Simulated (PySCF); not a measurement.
Diiodomethane, SMILES ICI (CH2I2) (PBE0/def2-SVP optimised geometry):

```
5

I     -0.867     1.254     0.000
C     -0.227    -0.786     0.000
I     -0.867    -1.971    -1.661
H      0.867    -0.786     0.000
H     -0.623    -1.254     0.907
```

Method: PBE0/def2-TZVP, def2 effective core potentials past Kr in PySCF.

Task: What are the frontier orbital energies and the dipole moment?

Result: HOMO-2 -7.77 eV, HOMO-1 -7.59 eV, HOMO -7.39 eV, LUMO -1.94 eV, LUMO+1 -0.52 eV; dipole moment 1.18 D.

On the same geometry PBE/def2-TZVP, def2 effective core potentials past Kr (PySCF) gives HOMO-2 -6.60 eV, HOMO-1 -6.43 eV, HOMO -6.28 eV, LUMO -2.79 eV, LUMO+1 -1.49 eV; dipole moment 1.12 D.
